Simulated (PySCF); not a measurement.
Si (silicon, neutral): UHF calculation

Configuration: [Ne] 3s1 3p3, high-spin 5S determinant (an excited configuration). Calculation: PySCF 2.14, in aug-cc-pV(Q+d)Z with one added diffuse shell each of s, p, d, f, g type (8s7p6d4f3g, 114 functions); the non-relativistic Hamiltonian (point nucleus).

* Total energy: -288.762696 hartree
* One-electron energy: -400.0488 hartree
* Hartree (Coulomb) energy: 131.7108 hartree
* Exchange energy: -20.4247 hartree
* Kinetic energy: 288.79908 hartree
* ⟨S²⟩: 6.0000
* ⟨L²⟩: 0.000
* Sum of ⟨r⟩: 14.56 bohr
* Sum of ⟨r²⟩: 32.41 bohr²
* Density at the nucleus (Gaussians lack the cusp): 1740 bohr⁻³
* Spin density at the nucleus: 3.94 bohr⁻³
* Langevin diamagnetic susceptibility: -25.7 ×10⁻⁶ cm³/mol

| shell | electrons | mean orbital energy (hartree) | rms radius, mean of both spins (bohr) |
| --- | --- | --- | --- |
| 1s α | 1 | -68.84591 | 0.129 |
| 1s β | 1 | -68.81833 | 0.129 |
| 2s α | 1 | -6.19691 | 0.615 |
| 2s β | 1 | -6.15099 | 0.615 |
| 2p α | 3 | -4.30492 | 0.599 |
| 2p β | 3 | -4.26099 | 0.599 |
| 3s α | 1 | -0.72267 | 2.33 |
| 3p α | 3 | -0.34802 | 2.83 |

Spin-orbit constants ζ (cm⁻¹) from the X2C one-electron operator on these orbitals (non-relativistic here): bare nucleus, nucleus screened by l(l+1)(2l+1)/3 electrons, and screened by the Breit-Pauli mean field of the electrons.

```
shell   bare  screened nucleus  mean field
   2p   3833              3286        3037
   3p  187.2             160.4       145.6
```
